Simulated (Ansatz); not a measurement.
Job for Ansatz (a first-principles code): R-B97M-V/def2-TZVPP on H7NSi2 (SMILES [SiH3]N[SiH3]).

Ansatz 0.2 input:
```yaml
crystal:
  periodic: [false, false, false]
  atoms:
    - {symbol: Si, position_ang: [1.51403622, -0.25132681, 0.32367709]}
    - {symbol: N, position_ang: [-0.00600170, -0.38881717, -0.49080260]}
    - {symbol: Si, position_ang: [-1.50974949, 0.39689564, -0.15287376]}
    - {symbol: H, position_ang: [2.61565311, -0.07292532, -0.65364646]}
    - {symbol: H, position_ang: [1.43405118, 0.92483124, 1.21620107]}
    - {symbol: H, position_ang: [1.83950825, -1.44976480, 1.13818999]}
    - {symbol: H, position_ang: [-0.03698614, -1.07773231, -1.23130999]}
    - {symbol: H, position_ang: [-2.51181180, -0.51696483, 0.45239211]}
    - {symbol: H, position_ang: [-2.10656594, 0.93943719, -1.39786671]}
    - {symbol: H, position_ang: [-1.23213370, 1.49636717, 0.79603926]}
basis:
  gaussian:
    orbitals: def2-TZVPP
hamiltonian:
  xc: {name: B97M-V}
scf: {lower_state_search: off}
```

It printed:

```
WARN ansatz: RAYON_NUM_THREADS=4 ignored (pool sized by the plan → 4); use --threads N
Functional definition: B97M-V
these checks for a lower state are left out or cut short: stability, starts, cluster_reference, orbital_swaps, neighbouring_geometries, increment
integrals: 0.14 GiB planned
1144 factors; their error is unknown
mean field: 1.04 GiB planned
mean field evaluation 1: about -17349.8924 eV, gradient 6.1e1 eV
mean field evaluation 2: about -17328.5249 eV, gradient 1.1e2 eV
mean field evaluation 4: about -17357.2098 eV, gradient 3.0e0 eV
mean field evaluation 8: about -17357.2442 eV, gradient 2.8e-2 eV
mean field evaluation 16: about -17357.2102 eV, gradient 4.4e-5 eV
mean field -17357.21020436 eV, -637.8657098705 hartree, gradient 7.7e-6 eV, S^2 0.000000; 0 other end points of the search recorded, 0 dependent functions left out
reference -17357.21027447 eV, -637.8657124471 hartree; 21, 21 occupied and 192, 192 virtual orbitals, 1144 factors
Total energy: -17357.21027447 eV, -637.8657124471 hartree
Checks for a lower state left out: stability, starts, cluster_reference, orbital_swaps, neighbouring_geometries, increment
```

Self-consistency was reached.

Cost: around 9 core-seconds (rough).
